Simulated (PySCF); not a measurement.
# Run times: aluminium in dyall-acv3z

Measured wall times of calculations with PySCF 2.14 in dyall-acv3z (19s12p6d4f, 113 functions), with scalar relativity by spin-free X2C-1e, run from one Python driver. Hardware: 1 thread of Neoverse-V1 on a shared host, 1.3 GiB allowed. The two-electron integrals over 113 functions were computed once and kept in memory (0.38 CPU seconds with the set-up); the times below exclude them. Kohn-Sham runs start from converged Hartree-Fock orbitals.

Launch command (the driver calls PySCF for each step listed in the task file):

```bash
OMP_NUM_THREADS=1 python atomrun2.py TASK.json OUT
```

```json
{"species": "Al [Ne] 3s2 3p1", "step": "UHF with spin-orbit constants", "iterations": "8", "wall time (s)": "6.3"}
{"species": "Al [Ne] 3s2 3p1", "step": "LDA", "iterations": "6", "wall time (s)": "0.79"}
{"species": "Al [Ne] 3s2 3p1", "step": "PBE", "iterations": "7", "wall time (s)": "1.1"}
{"species": "Al [Ne] 3s2 3p1", "step": "PBE0", "iterations": "6", "wall time (s)": "2.3"}
{"species": "Al [Ne] 3s2 3p1", "step": "r2SCAN", "iterations": "6", "wall time (s)": "2.7"}
{"species": "Al [Ne] 3s2 3p1", "step": "PW91", "iterations": "6", "wall time (s)": "1"}
{"species": "Al [Ne] 3s2 3p1", "step": "wB97X-V", "iterations": "8", "wall time (s)": "5.2"}
{"species": "Al [Ne] 3s2 3p1", "step": "B3LYP", "iterations": "7", "wall time (s)": "2.6"}
{"species": "Al [Ne] 3s2 3p1", "step": "MP2 (3 electrons)", "iterations": "", "wall time (s)": "0.74"}
{"species": "Al [Ne] 3s2 3p1", "step": "MP2 (11 electrons)", "iterations": "", "wall time (s)": "1.3"}
{"species": "Al⁺ [Ne] 3s2", "step": "UHF", "iterations": "1", "wall time (s)": "1.9"}
{"species": "Al⁺ [Ne] 3s2", "step": "LDA", "iterations": "5", "wall time (s)": "0.67"}
{"species": "Al⁺ [Ne] 3s2", "step": "PBE", "iterations": "5", "wall time (s)": "0.84"}
{"species": "Al⁺ [Ne] 3s2", "step": "PBE0", "iterations": "5", "wall time (s)": "2"}
{"species": "Al⁺ [Ne] 3s2", "step": "r2SCAN", "iterations": "6", "wall time (s)": "2.7"}
{"species": "Al⁺ [Ne] 3s2", "step": "PW91", "iterations": "5", "wall time (s)": "0.87"}
{"species": "Al⁺ [Ne] 3s2", "step": "wB97X-V", "iterations": "6", "wall time (s)": "4.1"}
{"species": "Al⁺ [Ne] 3s2", "step": "B3LYP", "iterations": "5", "wall time (s)": "2"}
{"species": "Al⁺ [Ne] 3s2", "step": "MP2 (2 electrons)", "iterations": "", "wall time (s)": "0.74"}
{"species": "Al⁺ [Ne] 3s2", "step": "MP2 (10 electrons)", "iterations": "", "wall time (s)": "1.2"}
{"species": "Al²⁺ [Ne] 3s1", "step": "UHF", "iterations": "1", "wall time (s)": "2.1"}
{"species": "Al²⁺ [Ne] 3s1", "step": "LDA", "iterations": "5", "wall time (s)": "0.67"}
{"species": "Al²⁺ [Ne] 3s1", "step": "PBE", "iterations": "5", "wall time (s)": "0.83"}
{"species": "Al²⁺ [Ne] 3s1", "step": "PBE0", "iterations": "5", "wall time (s)": "2"}
{"species": "Al²⁺ [Ne] 3s1", "step": "r2SCAN", "iterations": "5", "wall time (s)": "2.3"}
{"species": "Al²⁺ [Ne] 3s1", "step": "PW91", "iterations": "5", "wall time (s)": "0.84"}
{"species": "Al²⁺ [Ne] 3s1", "step": "wB97X-V", "iterations": "6", "wall time (s)": "4"}
{"species": "Al²⁺ [Ne] 3s1", "step": "B3LYP", "iterations": "5", "wall time (s)": "2"}
{"species": "Al²⁺ [Ne] 3s1", "step": "MP2 (9 electrons)", "iterations": "", "wall time (s)": "1.1"}
{"species": "Al⁻ [Ne] 3s2 3p2", "step": "UHF with spin-orbit constants", "iterations": "8", "wall time (s)": "6.2"}
{"species": "Al⁻ [Ne] 3s2 3p2", "step": "LDA", "iterations": "8", "wall time (s)": "0.99"}
{"species": "Al⁻ [Ne] 3s2 3p2", "step": "PBE", "iterations": "7", "wall time (s)": "1.1"}
{"species": "Al⁻ [Ne] 3s2 3p2", "step": "PBE0", "iterations": "7", "wall time (s)": "2.6"}
{"species": "Al⁻ [Ne] 3s2 3p2", "step": "r2SCAN", "iterations": "7", "wall time (s)": "3"}
{"species": "Al⁻ [Ne] 3s2 3p2", "step": "PW91", "iterations": "7", "wall time (s)": "1.1"}
{"species": "Al⁻ [Ne] 3s2 3p2", "step": "B3LYP", "iterations": "7", "wall time (s)": "2.7"}
{"species": "Al⁻ [Ne] 3s2 3p2", "step": "MP2 (4 electrons)", "iterations": "", "wall time (s)": "0.87"}
{"species": "Al⁻ [Ne] 3s2 3p2", "step": "MP2 (12 electrons)", "iterations": "", "wall time (s)": "1.3"}
```

Task: Roughly how long does wB97X-V take for Al⁻ [Ne] 3s2 3p2 here?

Result: About 5.2 s.

Peak memory of the process: 0.57 GiB. Times on a shared host vary from run to run.
